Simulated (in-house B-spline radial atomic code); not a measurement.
Results of a calculation; reference values are marked as such.
## F ion on As atom: potential, deflection and energy transfer

The pair potential comes from two frozen, spherical free-atom densities (PBE, B-spline radial code, scalar-relativistic past argon): electrostatics plus the change in Thomas-Fermi kinetic and Dirac exchange energy where they overlap, the recipe behind the universal ZBL potential, which averages such potentials (from solid-state densities) over many pairs. It is written V = (Z1 Z2 e²/r) φ(r/a), with e² = 14.3996 eV·Å and a = 0.46850 Å/(Z1^0.23 + Z2^0.23); ZBL's fit is φ = 0.18175 e^(−3.1998x) + 0.50986 e^(−0.94229x) + 0.28022 e^(−0.4029x) + 0.02817 e^(−0.20162x). Where φ falls below 4e-4 it is continued as an exponential.

Masses 19.0 and 74.92 u.

| x = r/a | φ, this pair | φ, ZBL |
| --- | --- | --- |
| 0.1 | 0.8925 | 0.8928 |
| 0.5 | 0.6259 | 0.6096 |
| 1.5 | 0.3149 | 0.2995 |
| 3 | 0.1369 | 0.1292 |
| 5 | 0.05609 | 0.05224 |
| 8 | 0.01728 | 0.01705 |
| 12 | 0.004341 | 0.00474 |
| 17 | 0.0009942 | 0.001212 |

**Question.** At x = 6.5 the electrostatic, kinetic and exchange parts are -64.43, 267.08 and -32.85 eV. Find r, V and φ.

**Answer.** a = 0.46850/(1.6576 + 2.2349) = 0.12036 Å, so r = 0.78234 Å. V = -64.43 + 267.08 + (-32.85) = 169.80 eV. The bare repulsion is 9 × 33 × 14.3996/0.78234 = 5466.5 eV, so φ = 0.0311, +6.6 % against ZBL's 0.0291. The kinetic (Pauli) term is 157 % of V here, as the other two terms together attract.

**Question.** The ion comes in at 0.4454 keV with impact parameter 0.6018 Å. The scattering integral gives a centre-of-mass angle of 56.06° and a closest approach of 6.664 a. What are the reduced energy, the energy passed on and the laboratory angles?

**Answer.** ε = E a M2/(Z1 Z2 e² (M1 + M2)) = 445.4 × 2.2450e-05 = 0.01. The most that one collision can pass on is γE with γ = 4 M1 M2/(M1 + M2)² = 0.6455. Here T = γE sin²(θ/2) = 0.6455 × 445.4 × 0.2208 = 63.5 eV. The ion turns by arctan(sin θ/(cos θ + M1/M2)) = 45.6°, and the struck atom leaves at (180° − θ)/2 = 62.0°. The closest approach is 0.802 Å. With ZBL the angle would be 53.59° and T = 58.43 eV.
